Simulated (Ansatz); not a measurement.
This geometry of H₅NOSeSi (9 atoms, charge 0, multiplicity 1) is a first-order saddle point.

Theory: RKS PBE/def2-SVP in Ansatz.

```xyz
9
Properties=species:S:1:pos:R:3
N -0.567 1.263 0.548
Si 0.256 0.134 -0.467
O 1.634 -0.223 0.427
Se -1.003 -1.720 -1.054
H -0.212 1.362 1.503
H -1.583 1.350 0.510
H 0.601 0.671 -1.830
H 2.257 -0.824 -0.017
H -1.295 -2.059 0.363
```

Problem. Which two structures does it join? (They come from a converged band through this point; their orientation in space is the band's.)

Solution. No bond is made or broken. The dihedral H5–N1–Si2–Se4 goes from 70 to 170°.

Initial state:

```xyz
9
Properties=species:S:1:pos:R:3
N -0.560 1.321 0.557
Si 0.229 0.179 -0.468
O 1.698 -0.125 0.285
Se -0.771 -1.882 -0.911
H -0.631 1.134 1.560
H -1.390 1.807 0.211
H 0.296 0.781 -1.841
H 2.039 -1.010 0.062
H -0.821 -2.252 0.528
```

Final state:

```xyz
9
Properties=species:S:1:pos:R:3
N -0.577 0.999 0.776
Si 0.257 0.070 -0.410
O 1.666 -0.395 0.378
Se -1.163 -1.608 -1.098
H -0.081 1.704 1.326
H -1.567 1.216 0.659
H 0.638 0.702 -1.728
H 2.361 -0.720 -0.222
H -1.446 -2.015 0.303
```

Problem. How far does it lie above each of them?

Solution. 0.8 kcal/mol above the first and 0.4 kcal/mol above the second. This is the barrier of this one path; another mechanism may lie lower.

Run time: 2.6 min on 2 threads of Intel(R) Xeon(R) Platinum 8488C (Sapphire Rapids) (shared host), peak memory 0.18 GiB.
